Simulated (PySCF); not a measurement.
**CaSn⁻ at LC-ωPBE**

Computed with LC-ωPBE; Ca def2-SVPD, Sn def2-SVPD with ECP28; scalar-relativistic core potentials (PySCF 2.14).

* state: ⁴Σ⁻ (quartet), unpaired electrons σ ↑, π ↑↑
* bond length: 3.194 Å
* harmonic wavenumber: 139 cm⁻¹
* force constant: 0.343 mdyn/Å
* rotational constant Be: 0.05513 cm⁻¹
* anharmonicity ωexe: 0.633 cm⁻¹
* vibration–rotation constant αe: 0.000336 cm⁻¹
* well depth De to Ca + Sn⁻: 122 kJ/mol
* dissociation energy D0: 121 kJ/mol
* bond order (Mayer): 0.95
* dipole moment (positive dipole points towards Sn; it is taken about the centre of mass and depends on that origin): 6.06 D

These are scalar-relativistic numbers at best; spin–orbit coupling would shift them, the dissociation energy most. For an ion De counts to the pair picked by the measured ionisation energies or electron affinities, which need not be the lowest pair at this level. The state was picked by a PBE0 search and need not be the measured ground state.
